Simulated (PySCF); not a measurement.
Excitation energy of Cd by level of theory

Cd [Kr] 4d10 5s2 (1S) → Cd [Kr] 4d10 5s1 5p1 (3P), as a difference of total energies. Computed with PySCF 2.14 in x2c-QZVPPall with one added diffuse shell each of s, p, d, f, g type (14s9p8d5f3g, 143 functions), with scalar relativity by spin-free X2C-1e. The calculations carry no spin-orbit coupling.

| method | excitation energy (cm⁻¹) |
| --- | --- |
| UHF | 20108 |
| TPSSh | 29934 |
| M06-2X | 30327 |
| TPSS | 30672 |

For comparison: 31246 cm⁻¹ (measured; NIST levels, between the centres of gravity of the two terms).
